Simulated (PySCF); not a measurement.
## Shieldings and the share of exact exchange

Molecule: SMILES P[BH2-][N+]#CC, C₂H₇BNP.

Geometry:
```tsv
atom	x (Å)	y (Å)	z (Å)
C1	2.370	0.487	-0.060
C2	1.039	0.017	0.254
N3	-0.033	-0.342	0.480
B4	-1.470	-0.783	0.728
P5	-2.672	0.041	-0.607
H6	2.336	1.142	-0.944
H7	2.779	1.052	0.789
H8	3.030	-0.367	-0.273
H9	-1.490	-1.999	0.619
H10	-1.767	-0.407	1.851
H11	-1.917	-0.235	-1.792
H12	-2.204	1.393	-0.528
```

GIAO shieldings (ppm, equivalent atoms averaged) in PySCF on the PBE0-D3(BJ)/def2-SVP geometry, basis pcSseg-2, gas phase, non-relativistic:

| functional | exact exchange (%) | σ(C1) |
| --- | --- | --- |
| BLYP | 0 | 173.3 |
| BP86 | 0 | 176.7 |
| PBE | 0 | 177.3 |
| B3LYP | 20 | 177.6 |
| PBE0 | 25 | 182.0 |
| BHandHLYP | 50 | 182.8 |
| HF | 100 | 189.8 |

Question: Fit each shielding as a line in the percentage of exact exchange.

Answer: σ(C1) = 176.0 + 0.14 x (rms 1.6 ppm). The functionals also differ in their semilocal parts, which the line can't hold; Hartree–Fock has no correlation at all.

Question: What does the line predict for mPW1PW91 (25 %), and what does the run give?

Answer: σ(C1): 179.5 predicted, 181.1 computed ppm.
